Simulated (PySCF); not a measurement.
## Excitation energy of Cl²⁺ by level of theory

Cl²⁺ [Ne] 3s2 3p3 (4S) → Cl²⁺ [Ne] 3s1 3p4 (4P), as a difference of total energies. Calculation: PySCF 2.14, in x2c-QZVPPall (9s6p4d2f1g, 70 functions); scalar relativity by spin-free X2C-1e. Correlated levels: valence: [Ne] frozen; valence and next inner shell: 1s2 frozen. The calculations carry no spin-orbit coupling.

| method | excitation energy (cm⁻¹) |
| --- | --- |
| UHF | 104980 |
| LDA | 102930 |
| PBE | 102000 |
| PBE0 | 103360 |
| r2SCAN | 99760 |
| MN15 | 96592 |
| wB97X | 105620 |
| r2SCANh | 100460 |
| r2SCAN0 | 101500 |
| ROHF | 105400 |
| MP2 (valence) | 104490 |
| SCS-MP2 (valence) | 104410 |
| MP2 (valence and next inner shell) | 105320 |
| SCS-MP2 (valence and next inner shell) | 105050 |

A first-order spin-orbit estimate (lowest level to lowest level, LS coupling) adds -0.047 eV.
